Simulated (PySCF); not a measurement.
## How methods differ on the ionisation energy of Nd(42+)

Nd(42+) [Ar] (1S) → Nd(43+) [Ne] 3s2 3p5 (2P), as a difference of total energies. Computed with PySCF 2.14 in an even-tempered Gaussian basis (18 s from 8.4 bohr⁻², ratio 2.5; 12 p from 11 bohr⁻², ratio 2.5; 4 d from 48 bohr⁻², ratio 2.7; 4 f from 71 bohr⁻², ratio 2.7), with scalar relativity by spin-free X2C-1e. Correlated levels: outer shells: 1s2 frozen; virtual orbitals above 40 to 60 times the deepest correlated orbital energy dropped. The calculations carry no spin-orbit coupling.

```
                method  ionisation energy (eV)
                   UHF                  3414.2
                   LDA                  3415.2
                   PBE                  3415.6
                  PBE0                  3415.8
                r2SCAN                  3416.6
                  PW91                  3416.1
                   M06                  3416.5
    MP2 (outer shells)                  3415.2
SCS-MP2 (outer shells)                  3415.1
```

A first-order spin-orbit estimate (lowest level to lowest level, LS coupling) adds -40.413 eV.

Breit and QED terms and the two-electron picture change are absent.

For comparison: 3371 ± 4 eV (theoretical estimate listed by NIST; NIST Atomic Spectra Database, ionization energies).
